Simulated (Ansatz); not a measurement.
The first iterations of a band of C2H9NSiZn (14 atoms, charge 0, multiplicity 1).

All numbers below come from RHF/def2-mTZVP (Ansatz 0.2.0).

```yaml
movable_images: 5
climbing_image: yes
spring: 5.0 eV/Å²
optimiser: quadratic models (default)
start_path: IDPP
force_threshold: 0.05 eV/Å
iteration_limit: 60
end_points: relaxed
```

First end point:

```xyz
14
Properties=species:S:1:pos:R:3
C -2.439 1.564 0.896
Zn -0.627 0.734 0.814
C 1.235 -0.061 0.875
N 1.455 -1.199 -0.027
Si 0.928 -1.210 -1.650
H -2.533 2.242 1.739
H -2.656 2.132 -0.003
H -3.215 0.812 0.998
H 1.361 -0.405 1.899
H 1.989 0.713 0.732
H 2.287 -1.710 0.187
H -0.517 -0.872 -1.652
H 1.573 -0.220 -2.546
H 1.146 -2.548 -2.232
```

Last end point:

```xyz
14
Properties=species:S:1:pos:R:3
C -3.091 1.197 1.266
Zn -1.211 0.833 0.703
C 0.685 0.448 0.137
N 0.807 -0.695 -0.783
Si 2.322 -1.434 -1.106
H -3.126 1.806 2.164
H -3.644 1.725 0.496
H -3.628 0.278 1.477
H 1.223 0.200 1.050
H 1.181 1.336 -0.256
H 0.137 -0.699 -1.520
H 3.344 -0.513 -1.658
H 2.884 -1.989 0.142
H 2.106 -2.520 -2.083
```

| iteration | highest image above the first end (eV) | largest band force component (eV/Å) |
| --- | --- | --- |
| 1 | 0.207 | 1.051 |
| 2 | 0.119 | 0.577 |

Problem. Does the band converge within its limit, and where does its top end?

Solution. The forces met the threshold. It ended after 8 iterations with the highest image 0.101 eV above the first end. Beside the main top the profile has a ripple of under 15 meV (maxima at images 2, 5), which may be a very shallow well or noise. A vibrational analysis at the climbing image gives one clearly imaginary mode, 105i cm⁻¹: a first-order saddle point.

The run took 110 s on 2 threads of Arm Neoverse V2 (shared host), peak memory 0.4 GiB.
